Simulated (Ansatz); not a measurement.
```yaml
atoms:
  - { symbol: C, position_ang: [0.0000, 0.0000, 0.0000] }
  - { symbol: F, position_ang: [0.8204, 0.8204, 0.8204] }
  - { symbol: F, position_ang: [0.8204, -0.8204, -0.8204] }
  - { symbol: F, position_ang: [-0.8204, 0.8204, -0.8204] }
  - { symbol: F, position_ang: [-0.8204, -0.8204, 0.8204] }
```

Basis set: def2-TZVP (spherical functions). Frozen core: 5 orbitals. Charge 0, multiplicity 1.

Computed with Ansatz (development build ahead of 0.2.0); each method stands on the lowest determinant of its kind that the runs found. Restricted open shells among the atoms or ions are ROHF, correlated in semicanonical orbitals with singles.

**Question.** Give the atomization energy at this shape (free ground-state atoms in the same class of orbitals less the molecule, no zero-point energy) of singlet CF₄ by RHF-MP2, RHF.

**Answer.**

| method | atomization energy |
| --- | --- |
| RHF-MP2 | 469.80 kcal/mol |
| RHF | 290.48 kcal/mol |

Caution: no unrestricted run beside it, a lower state can exist; the shape is not the minimum.
